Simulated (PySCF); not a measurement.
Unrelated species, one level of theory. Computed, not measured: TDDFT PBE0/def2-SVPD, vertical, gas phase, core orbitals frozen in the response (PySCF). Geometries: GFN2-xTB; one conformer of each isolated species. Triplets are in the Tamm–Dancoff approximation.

Question: Rank by computed lowest singlet excitation energy, highest first.
A. `[SiH3]OC=C=S`
B. `C=C[C@@H]1[SiH2][C@H]1C=C`
C. `CC#CC1C[SiH2]C1`
D. `C=C[SiH](C=C)C=C`
E. `C1C(C[SiH2]C=1C)=C`

Answer: D (6.32 eV), C (5.98 eV), E (5.36 eV), B (4.94 eV), A (1.63 eV).

```json
{"SMILES": "C=C[SiH](C=C)C=C", "S1 (eV)": "6.32", "first f ≥ 0.01 (nm)": "190", "HOMO (eV)": "-7.82", "f (S1)": "0.003", "gap (eV)": "7.46", "LUMO (eV)": "-0.36", "S1 mainly": "H-2→L (39%)"}
{"SMILES": "CC#CC1C[SiH2]C1", "S1 (eV)": "5.98", "first f ≥ 0.01 (nm)": "198", "HOMO (eV)": "-7.03", "f (S1)": "0.000", "gap (eV)": "7.17", "LUMO (eV)": "0.14", "S1 mainly": "H→L (90%)"}
{"SMILES": "C=C1C=C(C)[SiH2]C1", "S1 (eV)": "5.36", "first f ≥ 0.01 (nm)": "231", "HOMO (eV)": "-6.41", "f (S1)": "0.533", "gap (eV)": "5.64", "LUMO (eV)": "-0.77", "S1 mainly": "H→L (95%)"}
{"SMILES": "C=C[C@@H]1[SiH2][C@H]1C=C", "S1 (eV)": "4.94", "first f ≥ 0.01 (nm)": "251", "HOMO (eV)": "-6.36", "f (S1)": "0.111", "gap (eV)": "5.75", "LUMO (eV)": "-0.61", "S1 mainly": "H→L (96%)"}
{"SMILES": "[SiH3]OC=C=S", "S1 (eV)": "1.63", "first f ≥ 0.01 (nm)": "223", "HOMO (eV)": "-6.16", "f (S1)": "0.000", "gap (eV)": "3.39", "LUMO (eV)": "-2.77", "S1 mainly": "H→L (100%)"}
```

H and L stand for HOMO and LUMO.

- `C=C[SiH](C=C)C=C`: Löwdin shares by element: HOMO carbon 52% or more (atoms not listed hold the other 48%); LUMO carbon 70% or more (atoms not listed hold the other 30%).
- `CC#CC1C[SiH2]C1`: Löwdin shares by element: HOMO carbon 78% or more (atoms not listed hold the other 22%); LUMO silicon 33%, hydrogen 22% or more, carbon 10% or more (atoms not listed hold the other 36%).
- `C=C1C=C(C)[SiH2]C1`: Löwdin shares by element: HOMO carbon 79% or more (atoms not listed hold the other 21%); LUMO carbon 76% or more (atoms not listed hold the other 24%).
- `C=C[C@@H]1[SiH2][C@H]1C=C`: Löwdin shares by element: HOMO carbon 39% or more, silicon 22% (atoms not listed hold the other 40%); LUMO silicon 29%, carbon 25% or more (atoms not listed hold the other 46%).
- `[SiH3]OC=C=S`: Löwdin shares by element: HOMO carbon 42%, sulfur 40%, oxygen 14%; LUMO carbon 47%, sulfur 42%, oxygen 5%.
